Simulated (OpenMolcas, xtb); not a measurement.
**A ladder of methods for BGeH5 (SMILES [BH2][GeH3])**

The species is BGeH5 (7 atoms), meant as a singlet with charge 0. SMILES: `[BH2][GeH3]`. The shape is that of a PBE0-D4/def2-TZVP optimisation.

Quantity: the electronic atomisation energy, in eV. The values are calculated. Electronic energies at fixed atoms, without zero-point motion or spin-orbit coupling.

```
             level            kind     program  value (eV)  CPU time (all runs)
          GFN1-xTB  semi-empirical         xtb       26.66            under 2 s
    HF/aug-cc-pVDZ    Hartree–Fock  OpenMolcas       15.37                 29 s
 SVWN5/aug-cc-pVDZ             LDA  OpenMolcas       21.89                 57 s
  BLYP/aug-cc-pVDZ             GGA  OpenMolcas       19.24                 81 s
   PBE/aug-cc-pVDZ             GGA  OpenMolcas       19.48                 72 s
revPBE/aug-cc-pVDZ             GGA  OpenMolcas       19.00                 72 s
 M06-L/aug-cc-pVDZ        meta-GGA  OpenMolcas       19.99              2.2 min
 B3LYP/aug-cc-pVDZ   global hybrid  OpenMolcas       19.63                 70 s
```

All-electron rows without a relativistic Hamiltonian named are non-relativistic. The values span 15.37 to 26.66 eV. The xTB rows lack spin polarisation, so open shells miss the exchange term that lowers them. CPU times are rough (shared hosts, several kinds of processor): they show what a rung costs within a factor of a few.
